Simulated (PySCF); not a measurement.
Sn(F)(SH)3 (FH3S3Sn), SMILES [F][Sn]([SH])([SH])[SH].

The structure is a stationary point at B3LYP-D3(BJ)/def2-SVP. The structure was generated by enumeration; whether it is a known compound was not checked. The def2 effective core potentials stand for the cores of Sn; spin–orbit coupling is left out. The values are those of a single conformer.

Two levels are set side by side: TDA-PBE/def2-SVPD (PySCF) and TDA-LC-ωPBE/def2-SVPD (PySCF). Vertical, same geometry. The lowest singlet is HOMO→LUMO 96 % with PBE and HOMO→LUMO 83 % with the other functional; states are paired by order. Differences are taken from unrounded values.

```
quantity                               TDA-PBE
-------------------------------------  -------
lowest singlet excitation (eV)            3.38
lowest triplet excitation (TDA) (eV)      3.03
first bright state (f over 0.05) (eV)     5.16
its oscillator strength                   0.11
```

Problem. These are the TDA-PBE values. What does TDA-LC-ωPBE give? (An estimate is asked for; the answer gives what the named calculation found.)

Solution. 
```tsv
quantity	TDA-LC-ωPBE	TDA-PBE minus TDA-LC-ωPBE
lowest singlet excitation (eV)	4.80	-1.42
lowest triplet excitation (TDA) (eV)	4.21	-1.19
first bright state (f over 0.05) (eV)	6.70	-1.53
its oscillator strength	0.24	-0.13
```

A lower first singlet is the usual sign of a functional without exact exchange. Differences between two approximate levels are no errors against the true value.

Rough cost on one machine, each run with all the roots and properties that it gave: TDA-LC-ωPBE against TDA-PBE about 3 times.
